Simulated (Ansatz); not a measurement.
H₂Te + `CC(O)=S` → `OC(=S)[TeH]` + CH₄ at 298.15 K and 1 bar (formal exchange of groups at a Te–H bond).

Calculated with Ansatz (gas phase, PBE0-D4/def2-TZVP geometries, no zero-point term in ΔE). CBS: MP2 limit from def2 TZ/QZ plus the TZ coupled-cluster correction, frozen cores. This one scheme is used for every species. Elements past krypton have def2 core potentials. For Te outer-core shells are correlated without core-valence functions, which leaves a few kJ/mol of doubt a bond. Each species was taken in one conformer, which may not be the lowest.

| species | CCSD(T)/CBS energy (Eh) | H − E (kJ/mol) | S (J/(mol·K)) |
| --- | --- | --- | --- |
| H₂Te | -268.91024 | 41.3 | 228.4 |
| `CC(O)=S` | -551.45551 | 171.9 | 295.7 |
| `OC(=S)[TeH]` | -779.89386 | 90.2 | 335.3 |
| CH₄ | -40.46206 | 127.4 | 186.2 |

H − E and S are ideal-gas, rigid-rotor, harmonic terms from PBE0-D4/def2-TZVP, for one conformer and one mirror image of each species. 1 Eh = 2625.50 kJ/mol, R = 8.31446 J/(mol·K).

Problem. By hand: ΔE, ΔH, ΔS and ΔG.

Solution. ΔE = (-779.89386) + (-40.46206) − (-268.91024) − (-551.45551) = 0.00983 Eh = 25.8 kJ/mol. Δ(H − E) = 90.2 + 127.4 − 41.3 − 171.9 = 4.4, so ΔH = 30.2 kJ/mol. ΔS = 335.3 + 186.2 − 228.4 − 295.7 = -2.6 J/(mol·K). ΔG = 30.2 − 298.15 × (-2.6)/1000 = 31.0 kJ/mol.

Problem. By hand: the equilibrium constant, and the temperature at which ΔG would vanish if ΔH and ΔS stayed fixed.

Solution. log₁₀ K = −ΔG/(RT ln 10) = -5.4. ΔH and −TΔS have one sign here, so there is no such temperature.

The number of gas molecules stays the same, so ΔS is small and ΔH decides. A doubt of 5 kJ/mol in ΔE shifts log₁₀ K by 0.9 here. Other conformers and mirror images would add mixing entropy, several J/(mol·K) or more a flexible species. Modes under 60 cm⁻¹, often nearly free rotors, make the harmonic entropy too high. These are equilibria of isolated gas molecules and say nothing of rates. Largest T1 diagnostic: 0.017 (customary marks: 0.02 for closed shells, 0.045 for open ones).

ΔS is within the doubt of such terms, so its sign, and with it that verdict, could turn.
